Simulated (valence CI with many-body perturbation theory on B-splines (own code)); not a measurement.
**Ladder of approximations for Cl4+**

Computed by configuration interaction combined with many-body perturbation theory (CI+MBPT): three valence electrons over a frozen Dirac-Fock core [Ne], a basis of 11 s, 11 p, 9 d, 7 f, 5 g, 2 h, 1 i functions for each j, with the one-electron correlation potential Σ1, the two-electron term Σ2, the three-electron term Σ3, Breit, model QED; selected CI, second order for the rest, scaled by the run's own slope (own B-spline code, finite nucleus).

No measured levels were compared; by estimate levels hold to about 100 cm⁻¹ or 0.05 % of their energy and the worst to 300 or 400 cm⁻¹, as in measured light ions of charge 2 to 7.

Each rung adds one term. CI alone is the Dirac-Coulomb CI over the frozen core; QED comes last and gives the full result, which names the levels. Energies are above 3s2 3p 2P°_1/2 on the same rung, in cm⁻¹.

Names give the largest LS component (configuration and term), which can be under half, so a name can repeat, a term be missing and a line seem to break the LS rules; names also repeat where a configuration has a term twice. Letters in brackets count levels of one name in rising energy.

| Level | CI alone | + Σ1 | + Σ2 | + Σ3 | + Breit | Full |
| --- | --- | --- | --- | --- | --- | --- |
| 3s2 3p 2P°_3/2 | 1519 | 1551 | 1554 | 1555 | 1490 | 1494 |
| 3s 3p2 4P_1/2 | 84506 | 84696 | 85531 | 85567 | 85570 | 85497 |
| 3s 3p2 4P_3/2 | 85054 | 85255 | 86091 | 86128 | 86107 | 86036 |
| 3s 3p2 4P_5/2 | 85923 | 86142 | 86979 | 87016 | 86950 | 86881 |
| 3s 3p2 2D_3/2 | 112686 | 113006 | 113288 | 113308 | 113255 | 113195 |
| 3s 3p2 2D_5/2 | 112771 | 113095 | 113373 | 113394 | 113328 | 113269 |
| 3s 3p2 2S_1/2 | 147230 | 147671 | 146913 | 146859 | 146820 | 146750 |
| 3s 3p2 2P_1/2 | 159929 | 160405 | 158190 | 158158 | 158134 | 158059 |
| 3s 3p2 2P_3/2 | 160918 | 161413 | 159195 | 159163 | 159096 | 159023 |
| 3s2 3d 2D_3/2 | 187184 | 187852 | 186123 | 185998 | 185876 | 185872 |
| 3s2 3d 2D_5/2 | 187220 | 187894 | 186166 | 186040 | 185904 | 185901 |
| 3p3 2D°_3/2 | 221480 | 222069 | 222576 | 222622 | 222553 | 222434 |
| 3p3 2D°_5/2 | 221631 | 222222 | 222729 | 222776 | 222693 | 222574 |
| 3p3 4S°_3/2 | 234333 | 234942 | 233546 | 233561 | 233522 | 233372 |
| 3s 3p 3d 4F°_3/2 | 246136 | 246829 | 247305 | 247278 | 247185 | 247116 |
| 3s 3p 3d 4F°_5/2 | 246452 | 247153 | 247627 | 247601 | 247486 | 247418 |
| 3s 3p 3d 4F°_7/2 | 246899 | 247612 | 248084 | 248058 | 247914 | 247848 |
| 3s 3p 3d 4F°_9/2 | 247484 | 248213 | 248682 | 248657 | 248480 | 248415 |
| 3p3 2P°_3/2 | 253138 | 253854 | 253185 | 253158 | 253088 | 252962 |
| 3p3 2P°_1/2 | 253188 | 253903 | 253227 | 253200 | 253133 | 253006 |
| 3s2 4s 2S_1/2 | 255440 | 257685 | 256553 | 256430 | 256325 | 256363 |
| 3s 3p 3d 4P°_5/2 | 269391 | 270200 | 269725 | 269627 | 269502 | 269435 |
| 3s 3p 3d 4P°_3/2 | 269830 | 270644 | 270169 | 270072 | 269938 | 269871 |
| 3s 3p 3d 4P°_1/2 | 270140 | 270958 | 270493 | 270396 | 270258 | 270193 |
| 3s 3p 3d 4D°_1/2 | 272453 | 273256 | 272318 | 272240 | 272121 | 272054 |
| 3s 3p 3d 4D°_3/2 | 272608 | 273416 | 272489 | 272411 | 272278 | 272212 |
| 3s 3p 3d 4D°_5/2 | 272781 | 273595 | 272665 | 272587 | 272440 | 272374 |
| 3s 3p 3d 4D°_7/2 | 272916 | 273734 | 272788 | 272711 | 272550 | 272485 |
| 3s 3p 3d 2D°_5/2 [a] | 282432 | 283265 | 281735 | 281676 | 281546 | 281461 |
| 3s 3p 3d 2D°_3/2 [a] | 282460 | 283291 | 281762 | 281702 | 281581 | 281496 |
| 3s 3p 3d 2F°_5/2 [a] | 293608 | 294551 | 293850 | 293721 | 293609 | 293541 |

(1) How does the ionisation energy move along the ladder, and which term matters most?

Answers

(1) CI alone 67.548, + Σ1 67.924, + Σ2 67.769, + Σ3 67.753, + Breit 67.737, + QED 67.740 eV. The largest step is Σ1, 0.377 eV. NIST lists 67.68 ± 0.1 eV (semi-empirical).
